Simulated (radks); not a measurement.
The numbers below are computed, except where a source is named.
Effect of the nuclear size on the chromium ion Cr3+, [Ar] 3d3. Level of theory: Dirac Kohn-Sham, relativistic LDA (MacDonald-Vosko exchange, VWN5 correlation), spin-unpolarised, spherical densities, finite nucleus; open shells are shared between the two j in proportion to 2j + 1; Fermi nuclear charge, rms radius 3.6452 fm (a radial shooting solver on a logarithmic mesh with Libxc functionals). The rms radius is varied about that value; shifts are against it.

[
 {"rms radius (fm)": "3.2625", "total energy shift (eV)": "-0.0145", "density at nucleus (e/bohr^3)": "1.137e+04", "1s1/2 shift (meV)": "-6.15", "2s1/2 shift (meV)": "-0.535", "3s1/2 shift (meV)": "-0.078"},
 {"rms radius (fm)": "3.4739", "total energy shift (eV)": "-0.00670", "density at nucleus (e/bohr^3)": "1.134e+04", "1s1/2 shift (meV)": "-2.83", "2s1/2 shift (meV)": "-0.247", "3s1/2 shift (meV)": "-0.036"},
 {"rms radius (fm)": "3.6452", "total energy shift (eV)": "0", "density at nucleus (e/bohr^3)": "1.132e+04", "1s1/2 shift (meV)": "0.000", "2s1/2 shift (meV)": "0.000", "3s1/2 shift (meV)": "0.000"},
 {"rms radius (fm)": "3.9988", "total energy shift (eV)": "0.0148", "density at nucleus (e/bohr^3)": "1.129e+04", "1s1/2 shift (meV)": "6.26", "2s1/2 shift (meV)": "0.545", "3s1/2 shift (meV)": "0.079"},
 {"rms radius (fm)": "4.3341", "total energy shift (eV)": "0.0301", "density at nucleus (e/bohr^3)": "1.125e+04", "1s1/2 shift (meV)": "12.7", "2s1/2 shift (meV)": "1.11", "3s1/2 shift (meV)": "0.161"}
]

Slopes of the eigenvalues against <r^2> in GHz/fm^2, as finite differences over the two radii next to the reference (eigenvalue slopes, not the field-shift constants of lines): 1s1/2 561, 2s1/2 48.8, 3s1/2 7.08.
